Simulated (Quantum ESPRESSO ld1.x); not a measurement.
Results of a calculation; reference values are marked as such.
All-electron atom: Ho in [Kr] 4d10 4f11 5s2 5p5.5 6s2 7s0.5 (fractional occupations, a model configuration).

Code: ld1.x of Quantum ESPRESSO 7.5. Model: scalar-relativistic Kohn-Sham, LDA (Slater exchange, Perdew-Wang correlation), spin-polarised, spherical densities, point nucleus; open shells are filled with parallel spins first.

Energy parts (eV):
part                     energy
total                 -343076.7
kinetic                370984.9
electron-nucleus      -840758.6
Hartree                133828.2
exchange-correlation    -7131.3

Orbitals (lengths in bohr, moments of r in powers of bohr):
| orbital | occ. | eigenvalue (eV) | <r^2> | <1/r> |
|---|---|---|---|---|
| 1s up | 1 | -55454.722 | 0.0005888 | 76.01 |
| 1s down | 1 | -55454.683 | 0.0005888 | 76.01 |
| 2s up | 1 | -9280.191 | 0.009179 | 17.68 |
| 2s down | 1 | -9280.113 | 0.009179 | 17.68 |
| 2p up | 3 | -8225.126 | 0.007445 | 16.38 |
| 2p down | 3 | -8225.054 | 0.007445 | 16.38 |
| 3s up | 1 | -2075.738 | 0.06051 | 6.508 |
| 3s down | 1 | -2074.454 | 0.06047 | 6.511 |
| 3p up | 3 | -1753.360 | 0.06082 | 6.093 |
| 3p down | 3 | -1752.081 | 0.06077 | 6.095 |
| 3d up | 5 | -1343.447 | 0.05079 | 5.779 |
| 3d down | 5 | -1342.444 | 0.05073 | 5.782 |
| 4s up | 1 | -413.818 | 0.3044 | 2.751 |
| 4s down | 1 | -411.175 | 0.3045 | 2.750 |
| 4p up | 3 | -307.685 | 0.3450 | 2.519 |
| 4p down | 3 | -305.076 | 0.3451 | 2.518 |
| 4d up | 5 | -164.331 | 0.4138 | 2.222 |
| 4d down | 5 | -161.768 | 0.4144 | 2.221 |
| 5s up | 1 | -55.456 | 1.809 | 1.047 |
| 5s down | 1 | -53.855 | 1.832 | 1.040 |
| 5p up | 3 | -30.544 | 2.559 | 0.8721 |
| 5p down | 2.5 | -29.269 | 2.617 | 0.8623 |
| 4f up | 7 | -8.553 | 0.9326 | 1.617 |
| 4f down | 4 | -6.244 | 1.012 | 1.595 |
| 6s up | 1 | -5.875 | 15.31 | 0.3434 |
| 6s down | 1 | -5.697 | 15.67 | 0.3386 |
| 7s up | 0.5 | -0.994 | 125.2 | 0.1164 |
| 7s down | 0 | -0.846 | 133.5 | 0.1133 |

The highest occupied level is 7s up at -0.994 eV. Spin moment in Bohr magnetons: 4. Summed over all electrons, <r^2> = 129.9 bohr^2, which gives a Langevin (diamagnetic) susceptibility term of -103 x 10^-6 cm^3/mol.
